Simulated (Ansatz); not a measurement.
Consider the redistribution: `[NH2][Ti]([Cl])([Cl])[Cl]` + `CC1=CC(C(F)(F)F)=[O+][Ga-]([CH3])([CH3])[O]1` → `CC1=CC(C(F)(F)F)=[O+][Ti-]([Cl])([Cl])([Cl])[O]1` + `[CH3][Ga]([CH3])[NH2]`.

Isolated molecules relaxed with PBE0-D4/def2-TZVP in Ansatz; ΔE leaves out vibrations. CCSD(T)/CBS is the MP2 limit (def2-TZVPP, def2-QZVPP) plus CCSD(T) − MP2 in def2-TZVPP, frozen cores. For Ga, Ti outer-core shells are correlated without core-valence functions, which leaves a few kJ/mol of doubt a bond. Scalar relativity is left out up to krypton. Each species was taken in one conformer, which may not be the lowest.

`[NH2][Ti]([Cl])([Cl])[Cl]`:

Z-matrix (Å, degrees):
```
Ti
Cl 1 2.181
Cl 1 2.192 2 109.6
N 1 1.838 2 107.1 3 118.5
Cl 1 2.181 2 114.1 3 -123.1
H 4 1.012 1 124.2 2 153.9
H 4 1.012 1 124.2 2 -29.0
```

`CC1=CC(C(F)(F)F)=[O+][Ga-]([CH3])([CH3])[O]1`:

Cartesian coordinates in Å:
```
C 1.316 2.624 -1.022
C 0.713 1.325 -0.595
C 0.917 0.177 -1.386
C 0.397 -1.063 -1.070
C 0.683 -2.246 -2.007
F 1.325 -3.208 -1.346
F 1.430 -1.905 -3.059
F -0.461 -2.752 -2.468
O -0.312 -1.391 -0.082
Ga -0.886 -0.156 1.345
C -2.803 0.152 1.077
C 0.170 -0.609 2.932
O 0.045 1.352 0.473
H 0.519 3.361 -1.144
H 1.881 2.539 -1.949
H 1.970 2.989 -0.226
H 1.508 0.272 -2.283
H -3.152 0.994 1.679
H -3.384 -0.727 1.364
H -3.013 0.371 0.029
H 1.225 -0.713 2.672
H -0.167 -1.552 3.370
H 0.080 0.166 3.696
```

`CC1=CC(C(F)(F)F)=[O+][Ti-]([Cl])([Cl])([Cl])[O]1`:

Z-matrix (Å, degrees):
```
Ti
O 1 2.056
Cl 1 2.187 2 87.1
Cl 1 2.187 2 87.2 3 115.6
C 1 3.011 2 64.1 3 -122.0
C 1 3.046 2 17.5 3 -121.5
Cl 1 2.212 2 169.6 3 -121.7
O 1 1.925 2 80.4 3 -122.2
C 5 1.487 1 140.2 2 -179.7
C 5 1.386 1 97.8 2 0.4
C 6 1.536 1 143.7 2 0.2
H 9 1.093 5 109.0 1 -57.6
H 9 1.088 5 112.1 1 -179.5
H 9 1.093 5 109.0 1 58.7
H 10 1.078 5 120.3 1 179.8
F 11 1.329 6 109.9 1 -61.9
F 11 1.334 6 111.8 1 178.0
F 11 1.328 6 110.1 1 57.7
```

`[CH3][Ga]([CH3])[NH2]`:

```xyz
12

C     1.014    0.962    1.299
Ga   -0.039   -0.125    0.043
C    -0.583    0.403   -1.771
N    -0.561   -1.776    0.615
H     1.174    0.445    2.246
H     1.990    1.205    0.871
H     0.509    1.909    1.505
H     0.292    0.634   -2.384
H    -1.152   -0.384   -2.268
H    -1.201    1.305   -1.740
H    -0.343   -2.157    1.521
H    -1.100   -2.422    0.064
```

```csv
species,CCSD(T)/def2-SVP energy (Eh)
`[NH2][Ti]([Cl])([Cl])[Cl]`,-2283.10269
`CC1=CC(C(F)(F)F)=[O+][Ga-]([CH3])([CH3])[O]1`,-2643.66181
`CC1=CC(C(F)(F)F)=[O+][Ti-]([Cl])([Cl])([Cl])[O]1`,-2868.23600
`[CH3][Ga]([CH3])[NH2]`,-2058.51173
```

Q: Work out ΔE.

A: ΔE = (-2868.23600) + (-2058.51173) − (-2283.10269) − (-2643.66181) = 0.01677 Eh = +44.0 kJ/mol. CCSD(T)/CBS gives +37.7 kJ/mol.

Largest T1 diagnostic among the species: 0.025, so the coupled-cluster value is less sure than usual.

At CCSD(T), def2-SVP lies +6.4 kJ/mol from the extrapolated value and def2-TZVPP +10.1 kJ/mol. From PBE to PBE0 (25 % exact exchange), in def2-TZVPP and without D4, ΔE moves by +7.7 kJ/mol. Leaving LDA and LC-ωPBE aside and taking each functional with its dispersion term where it has one, the values, not all of them listed here, spread over 13.8 kJ/mol, from PBE-D4 to ωB97X-V. LDA lies −10.9 kJ/mol from PBE without D4.
